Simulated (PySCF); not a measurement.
A side-by-side comparison of computed properties.

First species: C5H10NPSi.
InChI=1S/C5H10NPSi/c6-3-5-1-2-8(7)4-5/h5,8H,1-2,4,7H2/t5-,8+/m0/s1

Second species: C₆H₆NOP.
Geometry (GFN2-xTB, Å), atoms numbered from 1 in this order:
```xyz
15
C6H6NOP angstrom
C      2.2765    0.5286    0.4529
C      1.4134   -0.5872   -0.0750
O      1.8819   -1.6420   -0.4349
C     -0.0610   -0.3403   -0.1386
C     -0.6305    0.8849    0.2152
N     -1.9190    1.1629    0.1847
C     -2.8188    0.2919   -0.1986
P     -2.5767   -1.3546   -0.7411
C     -0.8517   -1.3959   -0.5766
H      3.3120    0.1979    0.4683
H      2.1886    1.4044   -0.1867
H      1.9690    0.7999    1.4602
H     -0.0144    1.7089    0.5486
H     -3.8393    0.6630   -0.1664
H     -0.3344   -2.3146   -0.8340
```

Levels: wB97X-D/def2-SVPD for HOMO energy, LUMO energy, HOMO–LUMO gap and static isotropic polarisability; TDDFT wB97X-D/def2-SVPD for lowest singlet excitation; TDA wB97X-D/def2-SVPD for lowest triplet excitation (Tamm–Dancoff). Geometries: GFN2-xTB. Each species is one conformer at its optimised geometry, gas phase, non-relativistic unless stated. Electronic properties by PySCF.

The conformers computed, where there is a choice (atom-mapped SMILES and torsion angles):
- `[CH3:1][C:2](=[O:3])[c:4]1[cH:5][n:6][cH:7][p:8][cH:9]1`: C1–C2–C4–C5 3°

The conformers of `N#C[C@@H]1CC[Si@@H](P)C1` aren't listed.

| property | column X | column Y |
| --- | --- | --- |
| HOMO energy | -9.23 eV | -9.53 eV |
| LUMO energy | -0.73 eV | 1.64 eV |
| HOMO–LUMO gap | 8.50 eV | 11.17 eV |
| lowest singlet excitation | 3.70 eV | 6.68 eV |
| lowest triplet excitation (Tamm–Dancoff) | 3.27 eV | 5.89 eV |
| static isotropic polarisability | 102.4 au | 109.9 au |

Problem. Which column belongs to which species?

Solution. Column X is the second species and column Y the first. The first has 18 atoms and 76 electrons, the second 15 and 72.

Problem. How does each property change from the first species to the second?

Solution. HOMO energy +0.30 eV; LUMO energy -2.37 eV; HOMO–LUMO gap -2.67 eV; lowest singlet excitation -2.98 eV; lowest triplet excitation (Tamm–Dancoff) -2.62 eV; static isotropic polarisability -7.5 au.

On the first: S1 lies 4.49 eV below the HOMO–LUMO gap; its leading configuration is HOMO→LUMO+1, weight 0.71. No computed singlet falls in the visible range (750 to 380 nm, 1.65 to 3.26 eV); S1 lies 3.42 eV above its blue end.

On the second: The 8 singlets span 3.70 to 6.00 eV, and their oscillator strengths add up to 0.71. The principal polarisabilities are 62.8, 108.3 and 136.1 au; their mean is the isotropic value. GFN2-xTB frequencies show an imaginary mode (32i cm⁻¹), so this geometry is no minimum at that level.
